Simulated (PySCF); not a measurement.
Input of a response calculation (the driver script's job line, then coordinates in Å):

```
{"job": {"kind": "uv", "xc": "B3LYP", "basis": "def2-SVPD", "ip": true}, "charge": 0, "multiplicity": 1}
C     -2.130065     1.131234    -0.751012
Ge    -1.061277    -0.324259    -0.003984
C     -1.594483    -0.663459     1.845450
C     -1.254791    -1.942655    -1.078752
C      0.820537     0.229681    -0.013395
C      1.831676    -0.556633    -0.575862
C      3.151578    -0.103935    -0.544664
N      3.520572     1.053125    -0.003012
C      2.564554     1.806864     0.534882
C      1.217876     1.445952     0.555442
H     -1.832441     1.335021    -1.790080
H     -3.198993     0.870750    -0.737532
H     -1.993404     2.052975    -0.166082
H     -2.661743    -0.925924     1.898622
H     -1.425611     0.229393     2.465562
H     -1.008245    -1.492418     2.268460
H     -2.309465    -2.254612    -1.102736
H     -0.923900    -1.768154    -2.113381
H     -0.664486    -2.770072    -0.657382
H      1.606328    -1.519731    -1.042246
H      3.951005    -0.713295    -0.983724
H      2.885319     2.757818     0.977380
H      0.490495     2.121527     1.016006
```

Its output, with some lines taken out ([cut]):

```
coarse grid: 86112 points
cycle   1  E = -2443.8775592233  dE =  4.127e-01  |g| = 7.272e-01  |ddm| = 1.065e+01
cycle   2  E = -2443.8220977330  dE =  5.546e-02  |g| = 9.009e-01  |ddm| = 6.722e+00
cycle   3  E = -2443.9897531530  dE = -1.677e-01  |g| = 7.587e-02  |ddm| = 4.102e+00
cycle   4  E = -2443.9903439211  dE = -5.908e-04  |g| = 5.283e-02  |ddm| = 6.130e-01
cycle   5  E = -2443.9909452996  dE = -6.014e-04  |g| = 1.319e-02  |ddm| = 4.930e-01
cycle   6  E = -2443.9909863379  dE = -4.104e-05  |g| = 5.581e-03  |ddm| = 9.031e-02
cycle   7  E = -2443.9909944753  dE = -8.137e-06  |g| = 7.319e-04  |ddm| = 2.118e-02
final grid: 183536 points
cycle   8  E = -2443.9909703111  dE = -7.488e-08  |g| = 1.137e-03  |ddm| = 2.640e-02
cycle   9  E = -2443.9909694937  dE =  8.174e-07  |g| = 2.051e-03  |ddm| = 7.507e-03
cycle  10  E = -2443.9909706372  dE = -1.143e-06  |g| = 2.870e-04  |ddm| = 5.694e-03
cycle  11  E = -2443.9909706569  dE = -1.973e-08  |g| = 4.349e-05  |ddm| = 2.077e-03
cycle  12  E = -2443.9909706573  dE = -4.084e-10  |g| = 7.849e-06  |ddm| = 3.018e-04
converged SCF energy = -2443.9909706573

[cut]

Singlet excitations
state   eV       nm        f      main configurations
  1   4.5717    271.2   0.00580   H->L 0.99
[cut]
[cut]
[cut]
  5   6.3285    195.9   0.00449   H->L+2 0.95
[cut]
  7   6.4367    192.6   0.00884   H-3->L 0.89, H-5->L 0.10
  8   6.5425    189.5   0.25791   H-1->L+1 0.47, H-4->L 0.38, H-2->L 0.12
  9   6.6529    186.4   0.00066   H-1->L+2 0.95
 10   6.7216    184.5   0.12214   H-2->L+1 0.68, H-1->L 0.14, H-4->L+1 0.14

Triplet excitations (Tamm-Dancoff, eV): 3.9595 4.2489 4.5020 4.7917
[cut]
```

Method: TDDFT B3LYP/def2-SVPD, vertical, gas phase, core orbitals frozen in the response (PySCF 2.14.0, density-fitted response routines). Geometry: PBE0-D3(BJ)/def2-SVP; no solvent, vibrations or thermal averaging. Relativistic effects, spin–orbit coupling among them, are left out although an element past zinc is present.

Task: Restore the lines that were cut, in order.

Result: 
```
Static polarisability (au): isotropic 130.271, principal 101.343 134.609 154.863
  2   4.9078    252.6   0.00004   H->L+1 1.00
  3   5.4097    229.2   0.02789   H-1->L 0.72, H-2->L+1 0.23
  4   6.0388    205.3   0.05104   H-2->L 0.72, H-1->L+1 0.25
  6   6.4162    193.2   0.00112   H-5->L 0.87, H-3->L 0.10
Vertical ionisation energy (delta-SCF) = 8.9758 eV
```

Task: What is the gap between the lowest singlet and the lowest triplet?

Result: 4.5717 − 3.9595 = 0.6122 eV (full response against Tamm–Dancoff).

Task: What share of the summed oscillator strength falls to the strongest level in this window?

Result: State 8 at 190 nm: 0.2579 of 0.4799, or 54%.

Task: What transition dipole goes with state 8?

Result: |μ|² = 3f / (2ΔE) = 3 × 0.2579 / (2 × 0.2404) = 1.609 au, so |μ| = 3.22 D.

Task: Write the structure that the coordinates describe.

Result: `[CH3][Ge]([CH3])([CH3])[c]1ccncc1` (C8H13GeN), point group C1.

The SCF starts on a coarse grid; the energy jumps when the final grid takes over, and dE counts afresh there. H and L stand for HOMO and LUMO.

Shape of the structure used: `[CH3:1][Ge:2]([CH3:3])([CH3:4])[c:5]1[cH:6][cH:7][n:8][cH:9][cH:10]1`: C1–Ge2–C5–C6 -128°.
